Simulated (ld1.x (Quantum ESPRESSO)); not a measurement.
## An all-electron radial function and its pseudo partner (boron)

Columns: radius, all-electron u(r) and pseudo u(r) of the 2p shell (level -3.61 eV) of boron in the configuration [He] 2s2 2p1; PBE, scalar-relativistic, RRKJ scheme, ld1.x (Quantum ESPRESSO) 7.5.

```csv
r (bohr),all-electron,pseudo
0.118,0.0363,0.0142
0.235,0.1114,0.0548
0.353,0.1983,0.1186
0.470,0.2824,0.1983
0.588,0.3592,0.2874
0.705,0.4249,0.3763
0.822,0.4801,0.4583
0.940,0.5265,0.5282
1.058,0.5634,0.5818
1.175,0.5908,0.6182
1.292,0.6099,0.6392
1.410,0.6216,0.6476
1.528,0.6268,0.6466
1.645,0.6264,0.6395
1.763,0.6215,0.6288
1.880,0.6128,0.6161
1.998,0.6010,0.6021
2.115,0.5869,0.5871
2.232,0.5710,0.5710
2.350,0.5535,0.5535
2.468,0.5350,0.5350
2.585,0.5160,0.5160
2.702,0.4966,0.4966
2.820,0.4769,0.4769
2.938,0.4572,0.4572
3.055,0.4379,0.4379
```

(1) How many radial nodes do the two functions have?

(2) At about which radius was the pseudo-wave matched?

(3) Is the pseudo-wave norm-conserving?

## Answers

(1) The all-electron 2p function has n − l − 1 = 0; the pseudo-wave has 0.

(2) 2.35 bohr. The columns agree to 0.0005 from 2.12 bohr on; several derivatives are matched, so the curves merge somewhat inside the radius.

(3) Yes: the RRKJ scheme keeps the norm inside the radius equal to the all-electron one, which fixes the energy derivative of the logarithmic derivative at the level.
